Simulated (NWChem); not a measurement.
MgSiH3Br; SMILES [Br][Mg][SiH3]

Results from NWChem. Structure relaxed at the PBE-D3(BJ)/def2-SVP level. Vertical excitations in the gas phase; the lowest state need not have the same character in each row.

For level PBE/aug-cc-pVDZ, full TDDFT:

- lowest excitation, singlet (eV) = 4.84
- oscillator strength of that lowest state = 0.014
- lowest state with f > 0.02, singlet (eV) = 5.05
- orbital gap (eV) = 4.44

### Question
Estimate the same quantities for level B3LYP/aug-cc-pVDZ, full TDDFT.

### Answer
| Item | Value |
|---|---|
| lowest excitation, singlet (eV) | 5.21 |
| oscillator strength of that lowest state | 0.000 |
| lowest state with f > 0.02, singlet (eV) | 5.29 |
| orbital gap (eV) | 5.66 |
